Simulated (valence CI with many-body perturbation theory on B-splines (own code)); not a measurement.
Cs41+: key properties

Level of theory: configuration interaction combined with many-body perturbation theory (CI+MBPT): four valence electrons over a frozen Dirac-Fock core [Ne], radial functions for each j: 11 s, 11 p, 10 d, 8 f, 5 g, 2 h, with the one-electron correlation potential Σ1, the two-electron term Σ2, the three-electron term Σ3, Breit, model QED; selected CI, second order for the rest, scaled by the run's own slope (own B-spline code, finite nucleus).

No measured spectrum was set against this ion. As an estimate, large intervals hold to a few tenths of a per cent, small ones and those within an open d or f shell to about a per cent. Among the levels kept, up to 650 cm⁻¹ of a level comes from second order outside the variational space, and about a tenth of that is noise between levels of different J, which matters for small intervals.

Levels are named by their leading jj configuration (3d3/2^4 stands for four electrons in 3d with j = 3/2), which in mixed levels can hold well under half, so a name can repeat and another be missing.

Rates and lifetimes use the calculated energies. Strong lines usually hold to 10 to 20 %, long lifetimes can be off by a factor of two.

**Question.** What is the ground level?

**Answer.** (3s^2 3p1/2^2) J=0, composition 72 % 3s2.3p2 3P + 27 % 3s2.3p2 1S.

**Question.** Where does the other parity begin?

**Answer.** At (3s 3p1/2^2 3p3/2) J=2, 13.663 Ry.

**Question.** Among levels below 51.250 Ry, which E1 lines absorb most strongly from the ground level?

**Answer.** to (3s^2 3p1/2 3d3/2) J=1 at 4.788 nm, f = 0.667; to (3s 3p1/2^2 3p3/2) J=1 at 6.013 nm, f = 0.151; to (3s 3p1/2 3p3/2^2) J=1 at 4.221 nm, f = 0.00692.

**Question.** What is the ionisation energy?

**Answer.** 3120.7 eV; NIST lists 3118 ± 4 eV (theoretical).

**Question.** Name the longest-lived excited levels whose lifetime is computed, and their main decay.

**Answer.** (3s^2 3p1/2 3p3/2) J=2 at 6.430 Ry lives 58.2 μs, mostly by E2 to (3s^2 3p1/2^2) J=0; (3s^2 3p3/2 3d5/2) J=4 at 25.086 Ry lives 330 ns, mostly by M1 to (3s^2 3p1/2 3d5/2) J=3; (3s^2 3p1/2 3p3/2) J=1 at 5.948 Ry lives 277 ns, mostly by M1 to (3s^2 3p1/2^2) J=0.

**Question.** How well does LS coupling describe the low levels?

**Answer.** Among the lowest 20 levels the leading LS term, summed over configurations, holds 58 % on average. For single configurations the figures are 54 % in LS and 83 % in jj coupling. Terms mix most in the J = 3 level at 24.933 Ry, where the leading one holds 36 %.
